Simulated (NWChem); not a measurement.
System: C$_{2}$H$_{3}$FN$_{2}$Si; SMILES N#C/N=C\[SiH2]F

NWChem input:

```
start job
memory heap 200 mb stack 900 mb global 1100 mb
geometry units angstroms noautoz
  N      0.958013     2.700917    -0.000771
  C      0.029217     1.991522    -0.000361
  N     -1.110274     1.277664    -0.000092
  C     -1.057801    -0.012076     0.000371
  Si     0.513332    -1.096652     0.000580
  F     -0.020068    -2.619169    -0.002865
  H     -2.036573    -0.503541     0.000638
  H      1.291609    -0.836178     1.232279
  H      1.295076    -0.831616    -1.227907
end
basis spherical
  * library def2-tzvp
end
dft
  xc b3lyp
  iterations 150
  semidirect filesize 400000000
  mulliken
end
task dft energy
```

Structure relaxed at the B3LYP/6-31G* (spherical d) level.

### Question
Predict the main results of this run. (B3LYP/def2-TZVP.) Quantities: energy (Ha); highest occupied level (eV); orbital gap (eV); dipole (D).

### Answer
energy (Ha): -577.01
highest occupied level (eV): -8.15
orbital gap (eV): 4.93
dipole (D): 3.10
